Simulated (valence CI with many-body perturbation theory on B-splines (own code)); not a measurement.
Values are calculated unless marked as measured or tabulated.
Tc³⁷⁺: what the settings do

Level of theory: configuration interaction combined with many-body perturbation theory (CI+MBPT): four valence electrons over a frozen Dirac-Fock core [He], a basis of 6 s, 6 p, 5 d, 3 f, 1 g functions for each j, with the one-electron correlation potential Σ1 (screened to all orders), the two-electron term Σ2, the three-electron term Σ3, Breit, model QED; selected single and double excitations, second order for the rest, scaled by the run's own slope (own B-spline code, finite nucleus).

No measured spectrum was set against this ion. As an estimate, large intervals hold to a few tenths of a per cent, small ones and those within an open d or f shell to about a per cent.

The reference run has the lowest level (2s^2 2p1/2^2) J=0 and an ionisation energy of 5370.63 eV. Its largest variational space holds 11355 state functions.

Levels are named by their leading jj configuration (3d3/2^4 stands for four electrons in 3d with j = 3/2), which in mixed levels can hold well under half, so a name can repeat and another be missing. Letters in brackets count levels of one name in rising energy.

Changed runs:
A. factor on the speed of light 1 → 100; QED terms on → off; three-electron term on → off
B. shift of the energy in Σ1 (hartree) 0 → -14.008
C. highest l with Σ1, explicit Σ2 and valence Breit (higher l get mean screening factors) 3 → 0
D. scale of Σ1 1 → 2 (bad on purpose)

Excitation energies of the reference run in cm⁻¹, and shifts in cm⁻¹:

| Level | Reference | A | B | C | D |
| --- | --- | --- | --- | --- | --- |
| (2s^2 2p1/2 2p3/2) J=1 | 932905 | -932872 | -4.2 | -2962 | +440 |
| (2s^2 2p1/2 2p3/2) J=2 | 1035210 |  | -4.3 | +8786 | +448 |
| (2s 2p1/2^2 2p3/2) J=2 | 1991090 | -1468602 | +10 | +381 | -1285 |
| (2s^2 2p3/2^2) J=2 | 2040360 |  | -8.2 | -330 | +861 |
| (2s^2 2p3/2^2) J=0 | 2281900 | -1898239 | -8.2 | -13419 | +855 |
| (2s 2p1/2^2 2p3/2) J=1 | 2388780 | -1333857 | +10 | -4021 | -1297 |
| (2s 2p1/2 2p3/2^2) J=2 [a] | 2897300 | -1842374 | +6.2 | -7000 | -915 |
| (2s 2p1/2 2p3/2^2) J=3 | 3102260 | -2047337 | +5.9 | +10625 | -888 |
| (2s 2p1/2 2p3/2^2) J=0 | 3318070 | -2076625 | +5.7 | -15771 | -873 |
| (2s 2p1/2 2p3/2^2) J=1 [a] | 3395330 | -2153880 | +5.7 | -7966 | -872 |
| (2s 2p1/2 2p3/2^2) J=2 [b] | 3473370 |  | +5.7 | +3829 | -875 |
| (2s 2p1/2 2p3/2^2) J=1 [b] | 3522850 | -1953390 | +5.9 | -7265 | -903 |
| Ionisation energy (eV) | 5370.63 | -132.56 | -0.0046 | +1.54 | +0.37 |

A blank means that the level has no clear partner in that run.
